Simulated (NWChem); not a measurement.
**Correlation energy of iodine (I$_{2}$)**

```
I
I 1 2.6824
```
Charge 0, spin multiplicity 1.

Everything below was run with NWChem. Structure: optimised with PBE0/def2-SVP with def2 effective core potentials on I, a minimum by its harmonic frequencies.

Basis set: def2-SVP. Each correlation energy counts from its own Hartree-Fock reference.

Effective core potentials replace the inner electrons of I; spin-orbit coupling is left out. The correlated methods keep 8 core orbitals frozen. Coupled-cluster values serve here as a point of comparison, not as the truth.

For the correlation energy, CR-CCSD[T] gives -254.6 mHa and SCS-MP2 gives -219.4 mHa. What do CCSD(T), MP2 give?

CCSD(T): -255.6 mHa; MP2: -234.0 mHa.
